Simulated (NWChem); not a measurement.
Program: NWChem. System: hydrogen iodide (HI), charge 0, spin multiplicity 1, at a geometry optimised with PBE/def2-SVP with def2 effective core potentials on I. Level: B2PLYP/def2-SVP with def2 effective core potentials on I, 4 core orbitals frozen.

The NWChem input:

```
start mol
memory heap 200 mb stack 900 mb global 1100 mb
geometry units angstroms nocenter noautoz
  I      0.000000     0.000000     0.030237
  H      0.000000     0.000000    -1.602562
  symmetry group C2v
end
basis spherical
  * library def2-svp
end
ecp
  I library def2-ecp
end
dft
  xc hfexch 0.53 becke88 0.47 lyp 0.73 mp2 0.27
  dftmp2
  semidirect memsize 60000000 filesize 0
  iterations 100
end
mp2
  freeze core 4
end
task dft energy
```

NWChem printed:

```
             Northwest Computational Chemistry Package (NWChem) 7.3.0
             --------------------------------------------------------

                                NWChem Input Module
                                -------------------

 Scaling coordinates for geometry "geometry" by  1.889725989
 (inverse scale =  0.529177249)

 Turning off AUTOSYM since
 SYMMETRY directive was detected!

                             Geometry "geometry" -> ""
                             -------------------------

 Output coordinates in angstroms (scale by  1.889725989 to convert to a.u.)

  No.       Tag          Charge          X              Y              Z
 ---- ---------------- ---------- -------------- -------------- --------------
    1 I                   53.0000     0.00000000     0.00000000     0.03023700
    2 H                    1.0000     0.00000000     0.00000000    -1.60256200

 Effective nuclear repulsion energy (a.u.)      17.1768810472

            Nuclear Dipole moment (a.u.)
            ----------------------------
        X                 Y               Z
 ---------------- ---------------- ----------------
     0.0000000000     0.0000000000    -0.0000018897

      Symmetry information
      --------------------

 Group name             C2v
 Group number             16
 Group order               4
 No. of unique centers     2

      Symmetry unique atoms

     1    2


 Summary of "ao basis" -> "" (spherical)
 ------------------------------------------------------------------------------
       Tag                 Description            Shells   Functions and Types
 ---------------- ------------------------------  ------  ---------------------
 *                          def2-svp                  on all atoms

 Summary of "ao basis" -> "ao basis" (spherical)
 ------------------------------------------------------------------------------
       Tag                 Description            Shells   Functions and Types
 ---------------- ------------------------------  ------  ---------------------
 I                          def2-svp                10       26   4s4p2d
 H                          def2-svp                 3        5   2s1p

 Summary of "ao basis" -> "ao basis" (spherical)
 ------------------------------------------------------------------------------
       Tag                 Description            Shells   Functions and Types
 ---------------- ------------------------------  ------  ---------------------
 I                          def2-svp                10       26   4s4p2d
 H                          def2-svp                 3        5   2s1p

      Symmetry analysis of basis
      --------------------------

        a1         15
        a2          2
        b1          7
        b2          7

            General Information
            -------------------
          SCF calculation type: DFT
          Wavefunction type:  closed shell.
          No. of atoms     :     2
          No. of electrons :    26
           Alpha electrons :    13
            Beta electrons :    13
          Charge           :     0
          Spin multiplicity:     1
          Use of symmetry is: on ; symmetry adaption is: on
          Maximum number of iterations: 100
          AO basis - number of functions:    31
                     number of shells:    13
          Convergence on energy requested:  1.00D-06
          Convergence on density requested:  1.00D-05
          Convergence on gradient requested:  5.00D-04

              XC Information
              --------------
                     Hartree-Fock (Exact) Exchange  0.530
                    Becke 1988 Exchange Functional  0.470
              Lee-Yang-Parr Correlation Functional  0.730

             Grid Information
             ----------------
          Grid used for XC integration:  medium
          Radial quadrature: Mura-Knowles
          Angular quadrature: Lebedev.
          Tag              B.-S. Rad. Rad. Pts. Rad. Cut. Ang. Pts.
          ---              ---------- --------- --------- ---------
          I                   1.40      123           7.0       590
          H                   0.35       45           7.0       434
          Grid pruning is: on
          Number of quadrature shells:   168
          Spatial weights used:  Erf1

          Convergence Information
          -----------------------
          Convergence aids based upon iterative change in
          total energy or number of iterations.
          Levelshifting, if invoked, occurs when the
          HOMO/LUMO gap drops below (HL_TOL):  1.00D-02
          DIIS, if invoked, will attempt to extrapolate
          using up to (NFOCK): 10 stored Fock matrices.

                    Damping( 0%)  Levelshifting(0.5)       DIIS
                  --------------- ------------------- ---------------
          dE  on:    start            ASAP                start
          dE off:    2 iters        100 iters           100 iters

      Screening Tolerance Information
      -------------------------------
          Density screening/tol_rho:  1.00D-10
          AO Gaussian exp screening on grid/accAOfunc:  14
          CD Gaussian exp screening on grid/accCDfunc:  20
          XC Gaussian exp screening on grid/accXCfunc:  20
          Schwarz screening/accCoul:  1.00D-08

      Superposition of Atomic Density Guess
      -------------------------------------

 Sum of atomic energies:        -347.62639888

      Non-variational initial energy
      ------------------------------

 Total energy =    -297.158778
 1-e energy   =    -533.952777
 2-e energy   =     228.691696
[...]
EAF file 0: "./mol.aoints.0" size=524288 bytes
------------------------------------------------------------
               write      read    awrite     aread      wait
               -----      ----    ------     -----      ----
     calls:        1         0         0         0         0
   data(b): 5.24e+05  0.00e+00  0.00e+00  0.00e+00
   time(s): 0.00e+00  0.00e+00  0.00e+00  0.00e+00  0.00e+00
rate(mb/s): 0.00e+00  0.00e+00
------------------------------------------------------------

 !! scf_movecs_sym_adapt:   14 vectors were symmetry contaminated

  Symmetry fudging

 !! scf_movecs_sym_adapt:   12 vectors were symmetry contaminated

   convergence    iter        energy       DeltaE   RMS-Dens  Diis-err    time
 ---------------- ----- ----------------- --------- --------- ---------  ------
 d= 0,ls=0.0,diis     1   -297.9527966326 -3.06D+02  1.30D-02  7.13D-02     0.7

 !! scf_movecs_sym_adapt:   16 vectors were symmetry contaminated

  Symmetry fudging

 !! scf_movecs_sym_adapt:   12 vectors were symmetry contaminated

 d= 0,ls=0.0,diis     2   -297.9650429735 -1.22D-02  4.63D-03  2.06D-02     0.7

 !! scf_movecs_sym_adapt:   12 vectors were symmetry contaminated

  Symmetry fudging

 !! scf_movecs_sym_adapt:   12 vectors were symmetry contaminated

 d= 0,ls=0.0,diis     3   -297.9687550782 -3.71D-03  7.77D-04  4.18D-04     0.7

 !! scf_movecs_sym_adapt:   12 vectors were symmetry contaminated

  Symmetry fudging

 !! scf_movecs_sym_adapt:   10 vectors were symmetry contaminated

 d= 0,ls=0.0,diis     4   -297.9688385343 -8.35D-05  1.82D-04  1.26D-05     0.8

 !! scf_movecs_sym_adapt:   12 vectors were symmetry contaminated

  Symmetry fudging

 !! scf_movecs_sym_adapt:   12 vectors were symmetry contaminated

 d= 0,ls=0.0,diis     5   -297.9688404828 -1.95D-06  3.80D-05  1.36D-06     0.8

 !! scf_movecs_sym_adapt:   12 vectors were symmetry contaminated

  Symmetry fudging

 !! scf_movecs_sym_adapt:   12 vectors were symmetry contaminated

 d= 0,ls=0.0,diis     6   -297.9688406711 -1.88D-07  5.07D-06  7.16D-09     0.8

         Total DFT energy =     -297.968840671103
      One electron energy =     -534.501761968990
           Coulomb energy =      250.675769196262
    Exchange-Corr. energy =      -22.245150279129
 Nuclear repulsion energy =        8.102302380754

 Numeric. integr. density =       25.999983437338

     Total iterative time =      0.5s

                  Occupations of the irreducible representations
                  ----------------------------------------------

                     irrep           alpha         beta
                     --------     --------     --------
                     a1                6.0          6.0
                     a2                1.0          1.0
                     b1                3.0          3.0
                     b2                3.0          3.0

                       DFT Final Molecular Orbital Analysis
                       ------------------------------------

 Vector   11  Occ=2.000000D+00  E=-4.589307D-01  Symmetry=a1
              MO Center= -1.6D-16, -1.5D-16, -4.3D-01, r^2= 2.1D+00
   Bfn.  Coefficient  Atom+Function         Bfn.  Coefficient  Atom+Function
  ----- ------------  ---------------      ----- ------------  ---------------
    13      0.467833  1 I  pz                27     -0.382813  2 H  s
     3      0.263047  1 I  s                 16      0.263862  1 I  pz
     4      0.214580  1 I  s                 28     -0.192891  2 H  s
    10     -0.191477  1 I  pz                 7     -0.156997  1 I  pz
     1     -0.115583  1 I  s                  2     -0.111944  1 I  s

 Vector   12  Occ=2.000000D+00  E=-3.212449D-01  Symmetry=b2
              MO Center=  4.7D-17, -8.3D-18,  1.0D-02, r^2= 2.0D+00
   Bfn.  Coefficient  Atom+Function         Bfn.  Coefficient  Atom+Function
  ----- ------------  ---------------      ----- ------------  ---------------
    12      0.612160  1 I  py                15      0.554496  1 I  py
     9     -0.248261  1 I  py                 6     -0.201412  1 I  py

 Vector   13  Occ=2.000000D+00  E=-3.212449D-01  Symmetry=b1
              MO Center=  5.2D-17,  1.0D-16,  1.0D-02, r^2= 2.0D+00
   Bfn.  Coefficient  Atom+Function         Bfn.  Coefficient  Atom+Function
  ----- ------------  ---------------      ----- ------------  ---------------
    11      0.612160  1 I  px                14      0.554496  1 I  px
     8     -0.248261  1 I  px                 5     -0.201412  1 I  px

 Vector   14  Occ=0.000000D+00  E= 1.621444D-02  Symmetry=a1
              MO Center= -1.5D-16, -1.5D-16, -6.8D-01, r^2= 3.4D+00
   Bfn.  Coefficient  Atom+Function         Bfn.  Coefficient  Atom+Function
  ----- ------------  ---------------      ----- ------------  ---------------
    28      1.209517  2 H  s                 16      0.976747  1 I  pz
     4     -0.580093  1 I  s                 13      0.341653  1 I  pz
    27      0.320340  2 H  s                  3     -0.245005  1 I  s
    10     -0.150077  1 I  pz                 7     -0.119905  1 I  pz
     2      0.109718  1 I  s                  1      0.106061  1 I  s

 Vector   15  Occ=0.000000D+00  E= 3.111204D-01  Symmetry=a1
              MO Center=  7.3D-17,  7.4D-17, -6.3D-01, r^2= 3.0D+00
   Bfn.  Coefficient  Atom+Function         Bfn.  Coefficient  Atom+Function
  ----- ------------  ---------------      ----- ------------  ---------------
     3      1.721003  1 I  s                  4     -1.456826  1 I  s
    27      0.510195  2 H  s                 28     -0.424029  2 H  s
    24      0.399555  1 I  d  0               2     -0.304685  1 I  s
    16      0.272570  1 I  pz                 1     -0.242132  1 I  s
    19     -0.184875  1 I  d  0              13     -0.163521  1 I  pz

 Vector   16  Occ=0.000000D+00  E= 3.781933D-01  Symmetry=a1
              MO Center=  5.2D-17,  5.2D-17, -1.8D-02, r^2= 4.2D+00
   Bfn.  Coefficient  Atom+Function         Bfn.  Coefficient  Atom+Function
  ----- ------------  ---------------      ----- ------------  ---------------
     4      1.731939  1 I  s                  3     -1.548473  1 I  s
    28     -0.975594  2 H  s                 13     -0.833011  1 I  pz
    16      0.463656  1 I  pz                27      0.419236  2 H  s
     2      0.274977  1 I  s                 24      0.253611  1 I  d  0
     1      0.219695  1 I  s                 10      0.172084  1 I  pz

 center of mass
 --------------
 x =   0.00000000 y =   0.00000000 z =   0.03282778

 moments of inertia (a.u.)
 ------------------
           9.519469988566           0.000000000000           0.000000000000
           0.000000000000           9.519469988566           0.000000000000
           0.000000000000           0.000000000000           0.000000000000

     Multipole analysis of the density
     ---------------------------------

     L   x y z        total         alpha         beta         nuclear
     -   - - -        -----         -----         ----         -------
     0   0 0 0     -0.000000    -13.000000    -13.000000     26.000000

     1   1 0 0     -0.000000     -0.000000     -0.000000      0.000000
     1   0 1 0     -0.000000     -0.000000     -0.000000      0.000000
     1   0 0 1     -0.244596      0.677658      0.677658     -1.599912

     2   2 0 0    -21.300165    -10.650082    -10.650082      0.000000
     2   1 1 0     -0.000000     -0.000000     -0.000000      0.000000
     2   1 0 1      0.000000      0.000000      0.000000      0.000000
     2   0 2 0    -21.300165    -10.650082    -10.650082      0.000000
     2   0 1 1      0.000000      0.000000      0.000000      0.000000
     2   0 0 2    -17.685791    -13.469320    -13.469320      9.252849

                   NWChem MP2 Semi-direct Energy/Gradient Module
                   ---------------------------------------------

  Basis functions       =     31
  Molecular orbitals    =     31
  Frozen core           =      4
  Frozen virtuals       =      0
  Active alpha occupied =      9
  Active beta occupied  =      9
  Active alpha virtual  =     18
  Active beta virtual   =     18
  Use MO symmetry       = T
  Use skeleton AO sym   = T

  AO/Fock/Back tols     =   1.0D-09  1.0D-09  1.0D-09

 GA uses MA = F    GA memory limited = T

 Available:
  local mem=  4.43D+07
 global mem=  1.44D+08
 local disk=  0.00D+00
  mp2_memr nvloc                    18
  nvloc new                    18
   1 passes of   9:        2097152                       6091                    274890.
   1 passes of   9: M     44320335           G      144177278           F      42223183.

 Semi-direct pass number   1 of   1  for RHF alpha+beta  at        0.9s
  vrange nnbf                   496
  mp2_eaftype                    10  avail_ma_in_mb                   386
 EAF : mp2_eaftype filesize          10     137445.
  mp2_eaf for mointskh                     10
Node 0 wrote      0.6 Mb in      0.0 s     Agg I/O rate:   799.7 Mb/s
 Done moints_semi at        1.3s
  mp2_eaftype                    10  avail_ma_in_mb                   386
 EAF : mp2_eaftype filesize          10     137445.
  mp2_eaf for kh                    10
 Done maket at        1.3s
 Done multipass loop at        1.3s

          -------------------------------------------
          DFT energy                    -297.968840671103
          Unscaled MP2 energy             -0.156701550075
          Total DFT+MP2 energy          -298.011150089623
          -------------------------------------------

 -----------------------
 Performance information
 -----------------------

 Timer overhead =  2.29D-07 seconds/call

               Nr. of calls         CPU time (s)                 Wall time (s)                GFlops
             ---------------    -------------------     ------------------------------   -------------------
Name         Min   Avg   Max    Min     Avg     Max     Min     Avg     Max   Mx/calls   Min     Max     Sum
mp2: moin     1     1     1   0.45    0.45    0.45     0.45    0.45    0.45    0.45      0.0     0.0     0.0
mp2: make     1     1     1   1.26E-2 1.26E-2 1.26E-2  1.26E-2 1.26E-2 1.26E-2 1.26E-2   0.0     0.0     0.0
mp2: tota     1     1     1   0.49    0.49    0.49     0.49    0.49    0.49    0.49      0.0     0.0     0.0

 The average no. of pstat calls per process was 3.00D+00
 with a timing overhead of 6.88D-07s

 Task  times  cpu:        1.3s     wall:        1.3s

 Total times  cpu:        1.4s     wall:        1.4s
```
